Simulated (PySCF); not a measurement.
# Peak assignment

Atoms are numbered as in `[CH3:1][S:2][c:3]1[cH:4][cH:5][cH:6][p:7][c:8]1[C:9]#[N:10]` (H(Xn): hydrogen on atom n).

Theory: σ from GIAO-PBE0/pcSseg-1, geometry: PBE0-D3(BJ)/def2-SVP, in PySCF 2.14.0 with density-fitted response routines (non-relativistic, in vacuum, a single conformation, rapidly exchanging positions averaged).

δ = σ(ref) − σ, references computed at the same level: TMS for $^{13}$C (σ = 184.41 ppm) and $^{1}$H (σ = 31.27 ppm).

**Question.** Assign these signals to the numbered atoms. $^{13}$C{$^{1}$H} NMR (computed): δ 162.1 (C), 156.5 (CH), 139.8 (C), 139.4 (CH), 127.3 (CH), 122.1 (C), 17.3 (CH3).

**Answer.** 
162.1 → C3, aromatic carbon bearing sulfur
156.5 → C6, aromatic CH
139.8 → C8, substituted aromatic carbon
139.4 → C5, aromatic CH: the aromatic region
127.3 → C4, aromatic CH
122.1 → C9, nitrile carbon: typical of a nitrile
17.3 → C1, methyl carbon bonded to S

C8 and C5 lie closer than the usual error of such a calculation, so a measured spectrum could show them in the other order.

**Question.** Assign these signals to the numbered atoms. $^{1}$H NMR (600 MHz, computed): δ 8.52 (m, 1H), 7.82 (m, 1H), 6.97 (m, 1H), 2.34 (s, 3H).

**Answer.** 
```tsv
δ (ppm)	atoms	environment	reason
8.52	H(C6)	hydrogen on an aromatic CH	aromatic region
7.82	H(C5)	hydrogen on an aromatic CH	–
6.97	H(C4)	hydrogen on an aromatic CH	–
2.34	H(C1)	hydrogen on a methyl carbon bonded to S	–
```

Splittings by $^{31}$P in the carbon and heteronuclear signals aren't shown, as no couplings were computed. Shifts are as computed. Against solution values, carbons near 30 ppm lie about +2 ppm off and those near 130 ppm about +5 ppm; carbons on S a further +3 ppm. Of 1211 compounds with measured shifts, 218 miss one by over three times the rms of a fit or turn the order of signals round; such compounds aren't used in these exercises. No couplings were computed; multiplicities are counted from neighbouring protons, with m where these are inequivalent, close in shift, in a saturated or five-membered ring or joined by F or P, and br s for small geminal =CH2 splittings.
